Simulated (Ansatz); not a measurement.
Mulliken charges of CH$_{5}$BrOSi (`C[SiH](O)Br`) from r2SCAN/def2-TZVPP in Ansatz (PBE0-D4/def2-TZVP geometry).

| atom | x (Å) | y (Å) | z (Å) | charge (e) |
| --- | --- | --- | --- | --- |
| C1 | -0.516 | 1.011 | -0.365 | -0.311 |
| Si2 | -0.063 | -0.654 | 0.307 | 0.613 |
| O3 | 1.369 | -0.668 | 1.100 | -0.408 |
| Br4 | 0.017 | -2.078 | -1.414 | -0.267 |
| H5 | -1.494 | 0.973 | -0.851 | 0.087 |
| H6 | -0.558 | 1.743 | 0.446 | 0.086 |
| H7 | 0.215 | 1.351 | -1.102 | 0.075 |
| H8 | -1.055 | -1.173 | 1.271 | -0.076 |
| H9 | 2.173 | -0.551 | 0.592 | 0.202 |

Question: By hand: the dipole of these point charges (1 e Å = 4.8032 D).

Answer: Σ q r = (-0.084, 0.426, 0.135) e Å, of length 0.455 e Å = 2.19 D.

Question: How does the dipole of the full density compare? (An estimate is asked.)

Answer: Ansatz gave: (0.107, 0.408, -0.024) e Å, 2.03 D; the point charges give 1.08 times that, at 33° from its direction.

Point charges leave out the atoms' own dipoles, such as those of lone pairs, and Mulliken's split depends on the basis, so the two needn't agree.
